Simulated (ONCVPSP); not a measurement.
# Reading a pseudo-wave (Cr (Z = 24))

Columns: radius, all-electron u(r) and pseudo u(r) of the 3p shell (level -45.44 eV) of chromium in the configuration [Ne] 3s2 3p6 3d5 4s1; PBE, scalar-relativistic, ONCV scheme, ONCVPSP 4.0.1.

| r (bohr) | all-electron | pseudo |
| --- | --- | --- |
| 0.068 | -0.3170 | 0.0212 |
| 0.135 | -0.5528 | 0.0817 |
| 0.202 | -0.5047 | 0.1769 |
| 0.270 | -0.2688 | 0.3010 |
| 0.338 | 0.0399 | 0.4428 |
| 0.405 | 0.3404 | 0.5885 |
| 0.473 | 0.6022 | 0.7308 |
| 0.540 | 0.8036 | 0.8553 |
| 0.608 | 0.9491 | 0.9575 |
| 0.675 | 1.0391 | 1.0293 |
| 0.742 | 1.0848 | 1.0711 |
| 0.810 | 1.0949 | 1.0839 |
| 0.878 | 1.0777 | 1.0710 |
| 0.945 | 1.0415 | 1.0383 |
| 1.013 | 0.9915 | 0.9904 |
| 1.080 | 0.9340 | 0.9338 |
| 1.148 | 0.8710 | 0.8710 |
| 1.215 | 0.8073 | 0.8073 |
| 1.283 | 0.7428 | 0.7428 |
| 1.350 | 0.6810 | 0.6810 |
| 1.418 | 0.6209 | 0.6209 |
| 1.485 | 0.5650 | 0.5650 |
| 1.553 | 0.5118 | 0.5118 |
| 1.620 | 0.4632 | 0.4632 |
| 1.688 | 0.4176 | 0.4176 |
| 1.755 | 0.3765 | 0.3765 |

Task: How many radial nodes do the two functions have?

Result: The all-electron 3p function has n − l − 1 = 1; the pseudo-wave has 0, since the states of the same l below it are removed with the core.

Task: At about which radius was the pseudo-wave matched?

Result: 1.20 bohr. The columns agree to 0.0005 from 1.08 bohr on; several derivatives are matched, so the curves merge somewhat inside the radius.

Task: Where does each function peak?

Result: Outermost all-electron maximum near 0.81 bohr, pseudo maximum near 0.81 bohr (to the table’s step).

Task: Is the pseudo-wave norm-conserving?

Result: Yes: the ONCV scheme keeps the norm inside the radius equal to the all-electron one, which fixes the energy derivative of the logarithmic derivative at the level.
